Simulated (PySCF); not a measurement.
# Working out the ionisation energy of Ag⁺

Ag⁺ [Kr] 4d10 (1S) → Ag²⁺ [Kr] 4d9 (2D). Calculation: PySCF 2.14, in def2-TZVPPD with the def2 core potential (28 electrons); scalar relativity through the core potential. Frozen: nothing. Energies in hartree (1 hartree = 27.21139 eV):

```json
{"part": "UHF", "Ag⁺ (lower)": "-145.883287", "Ag²⁺ (upper)": "-145.158036"}
{"part": "CCSD correlation", "Ag⁺ (lower)": "-0.589837", "Ag²⁺ (upper)": "-0.534409"}
{"part": "(T)", "Ag⁺ (lower)": "-0.014563", "Ag²⁺ (upper)": "-0.011372"}
```

Q: What does Hartree-Fock give?

A: (-145.158036) − (-145.883287) = 0.725251 hartree = 19.735 eV.

Q: What do CCSD and CCSD(T) give?

A: The CCSD correlation energies differ by 0.055428 hartree = 1.508 eV and the triples by 0.003191 hartree = 0.087 eV, so CCSD gives 21.243 eV and CCSD(T) 21.330 eV.

Reference: 21.484 eV (measured; NIST Atomic Spectra Database, ionization energies), between the lowest levels; spin-orbit coupling is absent from the calculation.

What remains against the reference includes basis incompleteness and higher excitations.
